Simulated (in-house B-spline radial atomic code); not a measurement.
Excitations of Ga³⁺ by several methods

Full response, energies in eV; labels give the largest channel, * marks a mixed state, a dash one above the method's threshold, and an imaginary frequency an unstable closed-shell reference. Computed with a B-spline radial code for spherical atoms: linear response of the closed shell [Ar] 3d10 with each method's own kernel (bare exchange for TDHF, static screening on G0W0 levels for BSE, the adiabatic kernel for functionals); non-relativistic, point nucleus, no spin-orbit coupling, no double excitations, S, P, D and F terms only. Only terms of natural parity with L up to 3 were computed.

Without relativity these are model numbers for so heavy an element.

```csv
method,3d → 4s 3D,3d → 4s 1D,3d → 4p 3P,α (bohr³)
TDHF,21.116,21.916,29.859,1.204
BSE on G0W0@HF,19.779,20.471,28.708,1.204
LDA VWN5,?,?,?,?
PBE,16.459,17.066,25.240,1.448
PBE0,17.849,18.481,26.672,1.367
B3LYP (VWN-RPA),17.200,17.861,26.019,1.395
CAM-B3LYP,17.128,17.782,25.896,1.397
LC-wPBE,16.839,17.445,25.569,1.424
wB97X,?,?,?,?
HSE06,17.786,18.420,26.633,1.372
BHandHLYP,18.616,19.332,27.432,1.312
BLYP,16.014,16.685,24.769,1.465
PBEsol,16.688,17.288,25.459,1.443
BP86,16.824,17.392,25.706,1.447
LDA exchange-only,15.988,16.685,24.613,1.488
B97-1,17.876,18.297,26.813,1.378
RPBE,16.370,16.969,25.093,1.447
OLYP,16.538,17.177,25.097,1.408
```

(1) What does wB97X give?

(2) What does LDA VWN5 give?

## Answers

(1) 3d → 4s 3D: 18.241; 3d → 4s 1D: 18.606; 3d → 4p 3P: 27.068; α: 1.397 (eV, bohr³).

(2) 3d → 4s 3D: 16.795; 3d → 4s 1D: 17.332; 3d → 4p 3P: 25.687; α: 1.444 (eV, bohr³).
